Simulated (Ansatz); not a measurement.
Ru3H3⁺. Total charge 1; singlet. Geometry PBE0-D4/def2-TZVP.

```xyz
6

Ru   -0.163    0.289    0.959
Ru    1.196    0.823   -0.610
Ru   -0.291   -1.458   -0.273
H     2.259    0.030    0.198
H    -1.529   -0.778   -0.899
H    -1.471    1.094    0.625
```

In the def2 sets Ru takes a core potential; there is no spin–orbit coupling. The restricted singlet is unstable towards broken spin symmetry in Hartree–Fock (as tested in another run); at PBE-D4/def2-TZVP, BLYP-D4/def2-TZVP, r2SCAN-D4/def2-TZVP, r2SCANh-D4/def2-TZVP and others this wasn't settled. No other spin state of charge 1 was run. Another isomer (quintet) lies 1.71 eV lower at PBE0-D4/def2-TZVP; other spin states weren't run for this one.

Q: Estimate the orbital energies around the gap (eV) in Ansatz with PBE-D4/def2-TZVP, BLYP-D4/def2-TZVP, r2SCAN-D4/def2-TZVP, r2SCANh-D4/def2-TZVP, PBE0-D4/def2-TZVP.

A: 
```csv
orbital,PBE-D4/def2-TZVP,BLYP-D4/def2-TZVP,r2SCAN-D4/def2-TZVP,r2SCANh-D4/def2-TZVP,PBE0-D4/def2-TZVP
HOMO−5,-12.47,-12.35,-12.66,-13.07,-13.52
HOMO−4,-11.30,-11.17,-11.35,-11.67,-12.23
HOMO−3,-10.87,-10.77,-11.05,-11.53,-11.97
HOMO−2,-10.63,-10.52,-10.72,-11.07,-11.52
HOMO−1,-9.98,-9.91,-10.18,-10.74,-11.44
HOMO,-9.59,-9.52,-9.77,-10.26,-10.85
LUMO,-9.48,-9.37,-9.45,-9.16,-8.70
LUMO+1,-9.23,-9.14,-9.18,-8.88,-8.42
LUMO+2,-8.83,-8.76,-8.69,-8.35,-7.91
LUMO+3,-8.25,-8.19,-8.10,-7.78,-7.39
LUMO+4,-7.99,-7.98,-7.77,-7.48,-7.17
LUMO+5,-7.33,-7.35,-7.07,-6.78,-6.50
```
